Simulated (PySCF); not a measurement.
Electronic structure of Li²⁺ (lithium, charge +2) at the UHF level

Configuration: 1s1, 2S determinant. Calculation: PySCF 2.14, in cc-pVTZ (4s3p2d1f, 30 functions); no relativity, point nucleus.

| Quantity | Value |
| --- | --- |
| Total energy | -4.498876 hartree |
| One-electron energy | -4.4989 hartree |
| Hartree (Coulomb) energy | 0.9353 hartree |
| Exchange energy | -0.9353 hartree |
| Kinetic energy | 4.52046 hartree |
| ⟨S²⟩ | 0.7500 |
| ⟨L²⟩ | 0.000 |
| Sum of ⟨r⟩ | 0.5013 bohr |
| Sum of ⟨r²⟩ | 0.3351 bohr² |
| Density at the nucleus (Gaussians lack the cusp) | 8.80 bohr⁻³ |
| Spin density at the nucleus | 8.80 bohr⁻³ |
| Langevin diamagnetic susceptibility | -0.265 ×10⁻⁶ cm³/mol |
| Time after the integrals | 0.05 s of wall time on 1 thread of Neoverse-V1 (shared host) |

```json
{"shell": "1s α", "electrons": "1", "mean orbital energy (hartree)": "-4.49888", "rms radius, mean of both spins (bohr)": "0.579"}
```
